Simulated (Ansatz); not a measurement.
Ideal-gas functions of `S1SSSSSSS1` at 800 K and 1 bar, from an Ansatz frequency run at PBE0-D4/def2-TZVP.

Molar mass 256.54 g/mol, point group D4d (symmetry number 8), electronic degeneracy 1, moments of inertia 764.666, 764.852, 1405.155 u Å². Harmonic wavenumbers (cm⁻¹, unscaled): 71, 71, 150, 150, 197, 197, 223, 249, 256, 256, 439, 459, 459, 496, 496, 497, 497, 502.

Use S(trans) = R[1.5 ln M + 2.5 ln T − 1.1517]; rotational temperatures θ = 24.2544 K / I; S(rot) = R[ln(√π/σ · √(T³/θAθBθC)) + 1.5]; for each mode x = 1.438777 ν̃/T, S = R[x/(eˣ − 1) − ln(1 − e⁻ˣ)] and H = RT x/(eˣ − 1); 1 cm⁻¹ = 0.0119627 kJ/mol; R = 8.31446 J/(mol·K).

By hand: the entropy, in J/(mol·K).

Translation 198.6. Rotation: θ = 0.0317, 0.0317, 0.0173 K, giving 128.9. Vibration, mode by mode: 25.43, 25.43, 19.23, 19.23, 16.99, 16.99, 15.97, 15.06, 14.84, 14.84, 10.49, 10.14, 10.14, 9.53, 9.53, 9.52, 9.52, 9.44, in all 262.3. Electronic 0.0. Sum 589.8 J/(mol·K).

By hand: H − E and G − E in kJ/mol, counted from the electronic energy.

Zero-point energy ½ × 5665 × 0.0119627 = 33.9; thermal vibration 89.8; translation, rotation and pV give 4 RT = 26.6. H − E = 150.3 kJ/mol, and G − E = 150.3 − 800 × 589.8/1000 = -321.5 kJ/mol.

Vibration gives 44 % of the entropy, 50.9 J/(mol·K) of it from the modes under 150 cm⁻¹: soft modes count most, and the harmonic formula is weakest for them.
